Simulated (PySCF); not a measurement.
**Electron correlation in Ir (iridium, neutral)**

[Xe] 4f14 5d7 6s1 7s1, high-spin 6F determinant (an excited configuration). Calculation: PySCF 2.14, in aug-cc-pVTZ-PP with ECP60MDF; scalar relativity through the core potential. Frozen: 5s2 5p6; 9 electrons correlated.

| level | correlation energy (mhartree) |
| --- | --- |
| CCSD | -192.04 |
| (T) | -7.02 |
| CCSD(T) | -199.06 |

Diagnostics: T1 = 0.010, D1 = 0.0399, largest double amplitude 0.029.

Task: Is a single reference adequate?

Result: Yes, within this model without spin-orbit coupling: T1 lies below 0.03 and no double amplitude reaches 0.07.
